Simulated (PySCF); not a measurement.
# Radial density of Xe (xenon, neutral)

MN15, [Xe], closed-shell 1S. Computed with PySCF 2.14 in def2-TZVPPD with the def2 core potential (28 electrons) (7s6p4d2f, 59 functions), with a scalar-relativistic core potential. This is the valence pseudo-density: the core potential removes the inner electrons and smooths the orbitals near the nucleus.

```csv
r (bohr),4πr²ρ (e/bohr)
0.00119,1.478e-05
0.00200,4.144e-05
0.00336,0.0001143
0.00565,0.0003017
0.00951,0.0007193
0.0160,0.001445
0.0269,0.002462
0.0452,0.003334
0.0761,0.005976
0.128,0.03363
0.215,0.3806
0.362,5.277
0.609,27.16
1.02,15.18
1.72,5.624
2.90,1.924
4.88,0.1279
8.20,0.0003655
```

Energies and moments cover only the electrons outside the core potential.
